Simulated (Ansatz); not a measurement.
Born–Oppenheimer molecular dynamics of BrH$_{3}$SSi (6 atoms, charge 0, multiplicity 1). It starts at the highest image of a converged band, a first-order saddle point between two minima.

The calculation used RKS PBE0/def2-SVPD (Ansatz 0.2.0).

- ensemble: NVE (velocity Verlet)
- time step: 0.5 fs
- steps asked: 200
- starting velocities drawn for: 300 K
- seed: 7693

First frame:

```xyz
6
Properties=species:S:1:pos:R:3
Si -0.726 0.072 0.235
Br 1.788 0.781 -0.557
S -0.333 -1.877 0.070
H 1.391 -0.665 -0.464
H -1.429 0.870 -0.809
H -0.692 0.820 1.523
```

(1) How far do the bonds stretch over the last three quarters of this one trajectory? (Pairs bonded in most of those frames.)

Results:

(1) 
```tsv
bond	mean (Å)	spread (Å)	shortest	longest
Si1–Br2	2.324	0.244	1.95	2.67
Si1–S3	2.160	0.105	1.97	2.29
Si1–H5	1.491	0.025	1.45	1.53
Si1–H6	1.491	0.008	1.48	1.51
S3–H4	1.406	0.139	1.20	1.60
```

Mean temperature of the second half: 2213 K. The conserved energy stayed within 1.1 meV per atom of its start (net change -0.77 meV per atom), so the integration is sound. The kinetic energy rose, since the run started high on the potential surface and went downhill. A run of 0.1 ps of so small a system gives no equilibrium averages. The orbitals stay closed-shell, which can raise the energy where a bond breaks towards radicals; this wasn't checked here.

The run took 14 min on 2 threads of Intel(R) Xeon(R) Platinum 8259CL CPU @ 2.50GHz (Skylake/Cascade Lake) (shared host), peak memory 0.3 GiB.
